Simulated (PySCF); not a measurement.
## SeH4: fields on a plane

Level of theory: PySCF, PBE0, basis Se def2-TZVP, H def2-TZVP (no relativity, density fitting).

The singlet minimum has Se–H 1.545 Å (×4); H–Se–H 84.9° (×4), H–Se–H 145.2° (×2).

The plane holds Se1 at (0.00, 0.00), H2 at (1.55, 0.00), H3 at (-1.27, 0.88) Å. Columns run from x = -3.15 to 3.75 Å, rows from y = 3.15 (top) to -1.95 Å, in steps of 0.3 Å. Other isomers or separated fragments may lie lower.

Task: Give the electron density (e/Å³) (cut at 5 e/Å³). Lower edges of the bins (e/Å³): '0' 0.000, '1' 0.030, '2' 0.076, '3' 0.151, '4' 0.268, '5' 0.455, '6' 0.750, '7' 1.218, '8' 1.960, '9' 3.136; top 5.00.

Result: 
```
000000000000000000000000
000000000000000000000000
000000000000000000000000
000000000000000000000000
000000111000000000000000
000012222211110000000000
000123444332221100000000
000124765544432211000000
000135776666544332100000
000124566799765553210000
000013456999966774210000
000012356999966774210000
000001246799765553210000
000001235666644332100000
000000123455432211000000
000000012333221100000000
000000001111110000000000
000000000000000000000000
```

Task: Give the electron localisation function (set to 0 where the density is under 0.005 e/Å³). Lower edges of the bins: '_' 0.000, '.' 0.100, ':' 0.200, '-' 0.300, '=' 0.400, '+' 0.500, '*' 0.600, '#' 0.700, '%' 0.800, '@' 0.900; top 1.00, each point printed twice.

Result: 
```
________________________________________________
________________________________________________
________________________________________________
________**##**==::____......____________________
______##@@@@@@%%++::::::--::..__________________
____##@@@@@@@@@@%%++--====--::..________________
____%%@@@@@@@@@@@@**++++++==--::::::::__________
__++@@@@@@@@@@@@@@##**++++++++++##%%##**________
__++@@@@@@@@@@@@@@++::::==**##%%@@@@@@@@**______
____##@@@@@@@@@@##..====..++%%@@@@@@@@@@%%______
____==##%%%%%%##--==++++==--@@@@@@@@@@@@@@______
____..::--==++**--==++++==--@@@@@@@@@@@@@@______
________..::++##**..--==..++%%@@@@@@@@@@%%______
________..--**%%@@%%====******%%@@@@@@@@**______
________..--##@@@@@@@@@@%%**==++##%%%%##________
__________--##@@@@@@@@@@%%++::::::--==__________
__________::**%%@@@@@@@@##==..__________________
____________==##%%@@%%%%**::____________________
```
